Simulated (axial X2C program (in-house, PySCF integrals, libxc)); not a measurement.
Nuclear properties of TiP⁺

Calculated with an in-house all-electron X2C program for linear molecules (integrals from PySCF): two-component X2C with atomic mean-field Coulomb and Gaunt terms, Gaussian nuclei, basis Ti dyall-cv3z, P dyall-v3z with contracted cores.

R = 2.028 Å (near the PBE0 minimum at charge 1 of the determinant lowest at the starting distance; the state shown can have its own minimum elsewhere).

Input and command:
```json
{"zs": [22, 15], "q": 1, "bas": ["dyall-cv3z", "dyall-v3z"], "r0": 2.19, "levels": ["PBE0", "HF", "PBE50", "r2SCAN", "TPSSh"], "nst": 3}
```
```bash
python soeom.py task.json out
```

Keys: zs atomic numbers; q charge; bas basis sets; r0 starting distance in Å; levels methods; nst determinants followed.

Determinant lowest in the PBE0 search, Ω = 0 (closed shell), highest spinor 55% P p, 29% Ti d, 7% Ti s:

```json
{"level": "PBE0", "qzz Ti (a.u.)": "-1.60", "qzz P (a.u.)": "-1.49"}
{"level": "HF", "qzz Ti (a.u.)": "-1.33", "qzz P (a.u.)": "-2.65"}
{"level": "PBE50", "qzz Ti (a.u.)": "-1.38", "qzz P (a.u.)": "-1.80"}
{"level": "r2SCAN", "qzz Ti (a.u.)": "-1.59", "qzz P (a.u.)": "-1.31"}
{"level": "TPSSh", "qzz Ti (a.u.)": "-1.63", "qzz P (a.u.)": "-1.42"}
```

Determinant 0.60 eV from it at PBE0 and this distance, Ω = 1 (⟨Sz⟩ = -1.00, ⟨Lz⟩ = 2.00 at PBE0), spin on the atoms Ti -0.93, P -0.07:

```
 level  Eeff magnitude (GV/cm)  Ws magnitude Ti (kHz)  Ws magnitude P (kHz)  A∥/gI Ti (MHz)  qzz Ti (a.u.)  A∥/gI P (MHz)  qzz P (a.u.)
  PBE0                   0.448                  0.122                0.0624             162           0.14           -196          1.18
    HF                   0.628                  0.191                 0.066             187           0.05           -358          0.58
 PBE50                   0.514                  0.149                0.0649             152           0.16           -247          0.93
r2SCAN                   0.433                  0.112                0.0658             191           0.12           -188          1.26
 TPSSh                   0.456                  0.123                0.0634             202           0.10           -192          1.20
```

Eeff is the effective electric field on the electron electric dipole moment in this Ω state and Ws the scalar–pseudoscalar constant of the nucleus named (defined with the proton number Z and per Ω); A∥ (defined per Ω) follows by multiplying with gI = μI/(I μN); qzz is the electric field gradient, eQq0 = 234.96 MHz × Q/barn × qzz. The operators were transformed with the bare-nucleus X2C matrices; with these basis sets, hyperfine constants and field gradients can be off by tens of per cent, and where levels differ in sign neither size nor sign is settled.

Q: With Q(47Ti) = 0.302 barn (Q from Pyykkö, Mol. Phys. 2018), turn the PBE0 values of the first state into constants in MHz.

A: eQq0(47Ti) = 234.96 × (0.302) × (-1.60) = -114 MHz.

Each state is one determinant with collinear spin, which with several unpaired electrons need not be a pure state. Unrestricted Hartree–Fock can overshoot spin polarisation at the nuclei. With several open shells hyperfine constants can be off by a factor of several. Open-shell Ω = 0 determinants with evenly filled partner blocks cannot be reached by this program, so the Ω shown need not be the lowest component. At HF a later determinant lies lower. The search compared states at one distance, so a state with another bond length can lie lower. Further determinants of the search, some of them spin-mixed, are not shown. Where a field gradient or hyperfine factor spreads by more than a factor of two over the levels, a constant derived from it is not to be relied on. PBE0 term energies can be off by some tenths of an eV.
